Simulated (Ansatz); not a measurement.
`C[B](N)[GaH2]` + HCl → `[Cl][GaH2]` + `CBN` at 700 K and 1 bar (cleavage of the Ga–B bond).

Program: Ansatz. Geometries: PBE0-D4/def2-TZVP. ΔE: electronic, gas phase. CBS: MP2 limit from def2 TZ/QZ plus the TZ coupled-cluster correction, frozen cores. This one scheme is used for every species. For Ga outer-core shells are correlated without core-valence functions, which leaves a few kJ/mol of doubt a bond. Scalar relativity is left out up to krypton. Each species was taken in one conformer, which may not be the lowest.

| species | CCSD(T)/CBS energy (Eh) | H − E (kJ/mol) | S (J/(mol·K)) |
| --- | --- | --- | --- |
| `C[B](N)[GaH2]` | -2045.72929 | 292.4 | 469.1 |
| HCl | -460.38127 | 38.4 | 211.8 |
| `[Cl][GaH2]` | -2384.95520 | 74.2 | 315.7 |
| `CBN` | -121.21267 | 256.5 | 356.6 |

H − E and S are ideal-gas, rigid-rotor, harmonic terms from PBE0-D4/def2-TZVP, for one conformer and one mirror image of each species. 1 Eh = 2625.50 kJ/mol, R = 8.31446 J/(mol·K).

Task: By hand: ΔE, ΔH, ΔS and ΔG.

Result: ΔE = (-2384.95520) + (-121.21267) − (-2045.72929) − (-460.38127) = -0.05731 Eh = -150.5 kJ/mol. Δ(H − E) = 74.2 + 256.5 − 292.4 − 38.4 = -0.1, so ΔH = -150.6 kJ/mol. ΔS = 315.7 + 356.6 − 469.1 − 211.8 = -8.6 J/(mol·K). ΔG = -150.6 − 700 × (-8.6)/1000 = -144.6 kJ/mol.

Task: By hand: the equilibrium constant, and the temperature at which ΔG would vanish if ΔH and ΔS stayed fixed.

Result: log₁₀ K = −ΔG/(RT ln 10) = 10.8. ΔG = 0 at ΔH/ΔS = 17512 K, far beyond where these terms or the molecules hold.

The number of gas molecules stays the same, so ΔS is small and ΔH decides. A doubt of 5 kJ/mol in ΔE shifts log₁₀ K by 0.4 here. Other conformers and mirror images would add mixing entropy, several J/(mol·K) or more a flexible species. These are equilibria of isolated gas molecules and say nothing of rates. Largest T1 diagnostic: 0.013 (customary marks: 0.02 for closed shells, 0.045 for open ones).
